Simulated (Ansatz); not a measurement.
C6H10O, singlet, at a GFN2-xTB geometry of the parent state; MP2/STO-3G run with Ansatz (a first-principles code).

Input for Ansatz:
Ansatz 0.2 input:
```yaml
crystal:
  periodic: [false, false, false]
  atoms:
    - {symbol: O, position_ang: [2.36106128, 0.44277604, 0.25723720]}
    - {symbol: C, position_ang: [1.13365009, 0.20047069, -0.01331276]}
    - {symbol: C, position_ang: [0.09077164, 1.31333637, 0.22839384]}
    - {symbol: C, position_ang: [-1.17819378, 1.01003033, -0.54363085]}
    - {symbol: C, position_ang: [-1.77543362, -0.32572408, -0.11187780]}
    - {symbol: C, position_ang: [-0.74431059, -1.42919847, -0.32745964]}
    - {symbol: C, position_ang: [0.52779214, -1.14352997, 0.44612814]}
    - {symbol: H, position_ang: [-0.12591387, 1.40045300, 1.30206483]}
    - {symbol: H, position_ang: [0.55624689, 2.23831196, -0.11286847]}
    - {symbol: H, position_ang: [-1.89956956, 1.81101126, -0.36035552]}
    - {symbol: H, position_ang: [-0.96186879, 0.98739082, -1.61340380]}
    - {symbol: H, position_ang: [-2.67856603, -0.53728156, -0.68634433]}
    - {symbol: H, position_ang: [-2.04820434, -0.28058690, 0.94492597]}
    - {symbol: H, position_ang: [-1.15320435, -2.38494651, 0.01150188]}
    - {symbol: H, position_ang: [-0.51645648, -1.51665306, -1.39148850]}
    - {symbol: H, position_ang: [1.29184323, -1.89710476, 0.25362361]}
    - {symbol: H, position_ang: [0.32154775, -1.11511178, 1.52500114]}
basis:
  gaussian:
    orbitals: STO-3G
magnetization: {spin_polarized: false}
correlation: {method: mp2}
```

Write the output that Ansatz gives for this input, abridged.


```
Functional definition: HF
653 factors; integrals over basis functions are off by at most 5.0e-5 eV
mean field evaluation 1: about -8268.8437 eV, gradient 3.9e1 eV
mean field evaluation 2: about -8269.3070 eV, gradient 3.9e1 eV
mean field evaluation 4: about -8274.7395 eV, gradient 3.4e0 eV
mean field evaluation 8: about -8274.8224 eV, gradient 2.0e-2 eV
mean field -8274.81797221 eV, -304.0939516057 hartree, gradient 2.4e-6 eV, S^2 0.000000; 0 other end points of the search recorded, 0 dependent functions left out; unrestricted orbitals would lower it
mean field evaluation 16: about -8274.9156 eV, gradient 6.1e0 eV
7 core orbitals not correlated
reference -8274.81797221 eV, -304.0939516057 hartree; 20, 20 occupied and 18, 18 virtual orbitals, 653 factors
second order -10.31672144 eV of doubles, -0.00000000 eV of singles
Total energy: -8285.13469365 eV, -304.4730841255 hartree
```
